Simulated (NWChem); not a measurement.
Species: C$_{4}$H$_{9}$Si, doublet; SMILES C=C[Si](C)C

```xyz
14

C      0.0980    -2.3689     0.1695
C      0.7756    -1.2284    -0.0652
Si     0.0191     0.4350    -0.4154
C      1.0694     1.8490     0.2972
C     -1.7927     0.5456     0.1443
H     -0.9889    -2.3962     0.2263
H      0.5992    -3.3245     0.3176
H      1.8651    -1.2988    -0.1193
H      0.7061     2.8227    -0.0494
H      1.0393     1.8509     1.3953
H      2.1169     1.7555    -0.0103
H     -1.8777     0.4426     1.2345
H     -2.4044    -0.2373    -0.3170
H     -2.2255     1.5120    -0.1370
```
Atoms are numbered in this order, from 1.

Results from NWChem. Pople sets run with spherical d functions. Spin-unrestricted. Coordinates come from a B3LYP/6-31G* (spherical d), spin-unrestricted optimisation. No stability test was run on the SCF state. Level PBE/6-31G*: single points from the atomic guess with DIIS by default; each run changes one setting, and all converged runs end within 0.3 mHa of each other. cgmin counts macro-iterations, each dearer than a DIIS step.

**Question.** Which setting needs the most SCF iterations, or fails (quadratically convergent solver (cgmin); no DIIS, 40 % damping; occupation smearing of 0.005 Ha; no level shifting; defaults; level shift of 0.5 Ha throughout)?

**Answer.** no DIIS, 40 % damping, which doesn't converge.
```tsv
setting	SCF iterations
defaults	10
level shift of 0.5 Ha throughout	12
quadratically convergent solver (cgmin)	5
no level shifting	10
occupation smearing of 0.005 Ha	10
no DIIS, 40 % damping	not converged in 200
```
